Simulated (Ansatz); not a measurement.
CH4BF2N, SMILES `NBC(F)F` at its PBE0-D4/def2-TZVP geometry, where that method's forces vanish. Charge 0, multiplicity 1.

```
atom   x (Å)   y (Å)   z (Å)
  N1   1.207   0.558   0.524
  B2  -0.164   0.434   0.483
  C3  -0.808  -0.526  -0.617
  F4   0.156  -1.181  -1.347
  F5  -1.572  -1.490  -0.017
  H6   1.696   1.136   1.185
  H7   1.805   0.047  -0.106
  H8  -0.868   1.035   1.238
  H9  -1.452  -0.014  -1.344
```

Question: For each bond, give half the difference of the two atoms' forces along it (eV/Å; positive pushes the atoms apart) under PBE-D4, r2SCAN-D4, B3LYP-D4, ωB97M-V in def2-TZVPP. (An estimate is asked.)

Answer: The calculation gave: 
```json
{"bond": "N1–B2", "length (Å)": "1.377", "PBE-D4": "0.13", "r2SCAN-D4": "0.12", "B3LYP-D4": "0.10", "ωB97M-V": "0.13"}
{"bond": "N1–H6", "length (Å)": "1.005", "PBE-D4": "0.17", "r2SCAN-D4": "-0.02", "B3LYP-D4": "-0.02", "ωB97M-V": "-0.05"}
{"bond": "N1–H7", "length (Å)": "1.008", "PBE-D4": "0.21", "r2SCAN-D4": "-0.02", "B3LYP-D4": "-0.01", "ωB97M-V": "-0.06"}
{"bond": "B2–C3", "length (Å)": "1.595", "PBE-D4": "-0.31", "r2SCAN-D4": "-0.18", "B3LYP-D4": "-0.09", "ωB97M-V": "-0.02"}
{"bond": "B2–H8", "length (Å)": "1.194", "PBE-D4": "-0.01", "r2SCAN-D4": "-0.07", "B3LYP-D4": "-0.15", "ωB97M-V": "-0.17"}
{"bond": "C3–F4", "length (Å)": "1.375", "PBE-D4": "0.59", "r2SCAN-D4": "0.35", "B3LYP-D4": "0.37", "ωB97M-V": "0.22"}
{"bond": "C3–F5", "length (Å)": "1.369", "PBE-D4": "0.59", "r2SCAN-D4": "0.35", "B3LYP-D4": "0.37", "ωB97M-V": "0.22"}
{"bond": "C3–H9", "length (Å)": "1.098", "PBE-D4": "0.07", "r2SCAN-D4": "-0.09", "B3LYP-D4": "-0.20", "ωB97M-V": "-0.20"}
```

B3LYP here is the variant with VWN-RPA as its local correlation; programs differ in this.

Program: Ansatz 0.2.0.
